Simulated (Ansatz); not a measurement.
Reaction (redistribution): `C[S][Mg][NH2]` + `OBF` → `[NH2][MgH]` + `CSB(O)F`

Gas-phase electronic energies from Ansatz, PBE0-D4/def2-TZVP geometries. CCSD(T)/CBS adds triple-zeta CCSD(T) − MP2 to the extrapolated MP2 energy (def2 sets, frozen cores). This one scheme is used for every species. Functionals use def2-TZVPP. B3LYP here is the variant with VWN-RPA as its local correlation; programs differ in this. For Mg outer-core shells are correlated without core-valence functions, which leaves a few kJ/mol of doubt a bond. Each species was taken in one conformer, which may not be the lowest.

`C[S][Mg][NH2]`:

```xyz
9

C    -1.058   -1.073    1.545
S     0.104    0.320    1.763
Mg    0.739    0.829   -0.375
N     1.260    1.244   -2.135
H    -1.934   -0.785    0.964
H    -0.580   -1.934    1.079
H    -1.393   -1.368    2.540
H     0.813    1.906   -2.751
H     2.049    0.860   -2.632
```

`OBF`:

Z-matrix (Å, degrees):
```
B
O 1 1.344
F 1 1.332 2 120.3
H 1 1.192 2 120.1 3 -180.0
H 2 0.963 1 113.4 3 -0.0
```

`[NH2][MgH]`:

Cartesian coordinates in Å:
```
N 0.033 0.756 0.397
Mg -0.039 -0.914 -0.481
H 0.615 1.542 0.148
H -0.504 1.034 1.206
H -0.104 -2.417 -1.270
```

`CSB(O)F`:

Cartesian coordinates in Å:
```
C 0.772 -1.153 -0.584
S 0.280 0.441 -1.287
B -0.599 1.174 0.102
O -0.740 0.528 1.283
F -1.118 2.394 -0.062
H 1.315 -1.684 -1.365
H 1.423 -1.010 0.276
H -0.101 -1.732 -0.292
H -1.232 1.043 1.929
```

| level | ΔE (kcal/mol) |
| --- | --- |
| LDA (SPW92) | 8.2 |
| ωB97M-V | 11.6 |
| B2PLYP | 13.7 |
| B3LYP | 13.7 |
| r2SCANh | 12.0 |
| MP2/def2-SVP | 13.3 |
| SCS-MP2/def2-TZVPP | 13.8 |
| CCSD/CBS(def2) | 14.5 |

(1) What does CCSD(T)/CBS give? (Best estimate.)

(2) What do rigid-rotor, harmonic-oscillator terms from PBE0-D4/def2-TZVP frequencies (298.15 K, 1 bar) make of the CCSD(T)/CBS value? (Best estimate.)

Largest T1 diagnostic among the species: 0.013.

Answers

(1) Computed: +14.0 kcal/mol. The listed levels differ from it by -5.8, -2.4, -0.3, -0.3, -2.0, -0.7, -0.2, 0.5 kcal/mol.

(2) Ansatz gave: ΔZPE = -2.0 kcal/mol, ΔH = +11.7 kcal/mol, ΔS = -33 J/(mol·K), ΔG = +14.0 kcal/mol.

At CCSD(T), def2-SVP lies −1.4 kcal/mol from the extrapolated value and def2-TZVPP −1.3 kcal/mol. In def2-TZVPP, CCSD(T) changes the Hartree–Fock value by −2.5 kcal/mol (the triples alone add −0.5 kcal/mol) and MP2 by −1.6 kcal/mol. The D4 term adds −1.5 kcal/mol with B3LYP and −0.7 kcal/mol with PBE0; it sums over pairs of atoms, weighted by their polarisabilities, and B3LYP, whose exchange is more repulsive, gets the larger term.
